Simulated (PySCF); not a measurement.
**The first ionisation energy along the lanthanides**

Calculated with PySCF 2.14 from differences of total energies of unrestricted determinants, without spin-orbit coupling. Values in eV. The last column holds reference values (NIST; (s) semi-empirical, (t) theoretical, else measured). Unmarked ones compare directly (S terms, centres of terms, or small fine structure); those marked * lie between the lowest fine-structure levels and include a spin-orbit shift.

```tsv
element	configurations	LDA	PBE0	r2SCAN	MP2 (valence)	SCS-MP2 (valence)	SCS-MP2 (valence and next inner shell)	reference
Ce (ANO-RCC-VTZP, spin-free X2C)	[Xe] 4f1 5d1 6s2 → [Xe] 4f1 5d2	5.985	5.330	n/a	5.522	5.539	5.642	5.539 *
Pr (ANO-RCC-VTZP, spin-free X2C)	[Xe] 4f3 6s2 → [Xe] 4f3 6s1	5.618	5.318	5.096	5.324	5.375	5.399	5.470 (s) *
Nd (ANO-RCC-VTZP, spin-free X2C)	[Xe] 4f4 6s2 → [Xe] 4f4 6s1	5.672	5.366	5.132	5.364	5.416	5.435	5.525 *
Pm (ANO-RCC-VTZP, spin-free X2C)	[Xe] 4f5 6s2 → [Xe] 4f5 6s1	5.732	5.421	5.185	5.420	5.477	5.491	5.582 *
Sm (ANO-RCC-VTZP, spin-free X2C)	[Xe] 4f6 6s2 → [Xe] 4f6 6s1	5.779	5.461	5.227	5.476	5.540	5.549	5.626
Eu (ANO-RCC-VTZP, spin-free X2C)	[Xe] 4f7 6s2 → [Xe] 4f7 6s1	5.822	5.503	5.267	5.524	5.593	5.596	5.670
Gd (ANO-RCC-VTZP, spin-free X2C)	[Xe] 4f7 5d1 6s2 → [Xe] 4f7 5d1 6s1	6.303	5.942	n/a	5.891	5.955	5.956	6.163
Tb (ANO-RCC-VTZP, spin-free X2C)	[Xe] 4f9 6s2 → [Xe] 4f9 6s1	6.039	5.705	5.549	5.708	5.742	5.749	5.864 *
Dy (ANO-RCC-VTZP, spin-free X2C)	[Xe] 4f10 6s2 → [Xe] 4f10 6s1	6.132	5.792	5.660	5.793	5.816	5.824	5.939 *
Ho (ANO-RCC-VTZP, spin-free X2C)	[Xe] 4f11 6s2 → [Xe] 4f11 6s1	6.231	5.881	5.768	5.865	5.873	5.883	6.021 *
Er (ANO-RCC-VTZP, spin-free X2C)	[Xe] 4f12 6s2 → [Xe] 4f12 6s1	6.325	5.969	5.879	5.949	5.948	5.958	6.108 *
Tm (ANO-RCC-VTZP, spin-free X2C)	[Xe] 4f13 6s2 → [Xe] 4f13 6s1	6.417	6.055	5.973	6.031	6.019	6.031	6.184 *
Yb (ANO-RCC-VTZP, spin-free X2C)	[Xe] 4f14 6s2 → [Xe] 4f14 6s1	6.464	6.117	6.038	6.102	6.092	6.103	6.254
Lu (ANO-RCC-VTZP, spin-free X2C)	[Xe] 4f14 5d1 6s2 → [Xe] 4f14 6s2	5.687	5.473	5.813	4.951	4.822	4.816	5.278
```

```
                                method  elements  mean error (eV)  mean absolute error (eV)  largest error (eV)
                                   LDA         5            0.213                     0.213               0.409
                                  PBE0         5           -0.099                     0.177              -0.221
                                r2SCAN         4           -0.121                     0.388               0.535
                         MP2 (valence)         5           -0.210                     0.210              -0.327
                     SCS-MP2 (valence)         5           -0.198                     0.198              -0.456
SCS-MP2 (valence and next inner shell)         5           -0.194                     0.194              -0.462
```

For Ce, Pr, Nd, Pm, Tb, Dy, Ho, Er a determinant mixes LS terms or the coupling is close to jj, so these rows are model values.

Errors include the incompleteness of the basis and the frozen core.

"Valence" correlates the outer s and p shells and, in groups 3 to 12 and the f block, the outer d or f shell, open or full, or the next shell where the ion has no valence electron left; the wider scheme adds the next inner shell.
